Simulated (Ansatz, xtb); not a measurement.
# Two structures of Ge2H4O

We compare a, a singlet given by its coordinates, with b, `[GeH][O][GeH3]`, a singlet. Both are isolated molecules in the gas phase, relaxed with B3LYP/6-31G*; the shapes shown needn't be the lowest conformers.

a (Å):

| atom | x (Å) | y (Å) | z (Å) |
| --- | --- | --- | --- |
| Ge | -1.2528 | 0.4193 | 0.3651 |
| Ge | 1.1706 | -0.6537 | -0.7918 |
| O | 0.2093 | 1.1265 | -0.8632 |
| H | -0.2716 | -1.0776 | 0.1733 |
| H | -2.1002 | -0.0826 | -0.9198 |
| H | -0.1575 | 1.2124 | -1.7591 |
| H | 1.8779 | -0.2082 | 0.5744 |

Close contacts (Å): Ge1–Ge2 2.89, Ge1–O3 2.04, Ge2–O3 2.02, Ge1–H4 1.80, Ge1–H5 1.62, Ge2–H4 1.79, Ge2–H7 1.60, O3–H6 0.97.

b (Å):

```yaml
atoms:
  - { symbol: Ge, position_ang: [-1.6484, 2.5496, 0.5303] }
  - { symbol: Ge, position_ang: [-0.0890, -0.1286, -0.3895] }
  - { symbol: O, position_ang: [-0.6838, 1.5674, -0.6344] }
  - { symbol: H, position_ang: [-1.7381, 1.4193, 1.7157] }
  - { symbol: H, position_ang: [-1.3033, -1.0654, -0.1797] }
  - { symbol: H, position_ang: [0.8467, -0.1639, 0.8430] }
  - { symbol: H, position_ang: [0.6804, -0.5029, -1.6770] }
```

Quicker runs give these differences E(b) − E(a): GFN2-xTB −3.4 kcal/mol; HF/STO-3G −47.8 kcal/mol (at GFN2-xTB geometries); r2SCAN-D4/def2-SVP −6.2 kcal/mol (at GFN2-xTB geometries).

Estimate E(b) − E(a) at the level CCSD(T)/def2-TZVP.

Calculated at CCSD(T)/def2-TZVP: E(b) − E(a) = −14.8 kcal/mol, so structure b lies lower.

How the difference moves with the method:

| level | geometry | E(b) − E(a) (kcal/mol) | departure from the last row (kcal/mol) | job, with rough time for the two |
| --- | --- | --- | --- | --- |
| GFN2-xTB | GFN2-xTB | −3.4 | +11.3 | optimisation, 0.52 s |
| HF/STO-3G | GFN2-xTB | −47.8 | −33.0 | single point, 1.4 s |
| r2SCAN-D4/def2-SVP | GFN2-xTB | −6.2 | +8.6 | single point, 6.2 s |
| B3LYP/6-31G* | B3LYP/6-31G* | −6.1 | +8.6 | optimisation, 1.8 min |
| HF/def2-TZVP | B3LYP/6-31G* | −22.2 | −7.5 | part of the CCSD(T) run |
| MP2/def2-TZVP | B3LYP/6-31G* | −16.4 | −1.6 | part of the CCSD(T) run |
| CCSD(T)/def2-TZVP | B3LYP/6-31G* | −14.8 |  | single point, 2.7 min |

The levels shown agree on the order. The largest departure from CCSD(T)/def2-TZVP is that of HF/STO-3G, 33.0 kcal/mol.

With harmonic frequencies from B3LYP/6-31G* (ideal gas, rigid rotor, one conformer each, 298.15 K, 1 atm): on the last row, ΔE + ΔZPE = −16.7 kcal/mol. A mode under 50 cm⁻¹ makes harmonic enthalpies and free energies unreliable, so none is given.

The correlated steps freeze 19 core orbitals; the filled d shell of Ge is correlated, in a basis made for valence electrons. Programs: Ansatz 0.2.0, xtb 6.7.1; the last row on 1 thread of Intel(R) Xeon(R) Processor @ 2.70GHz on a shared host.
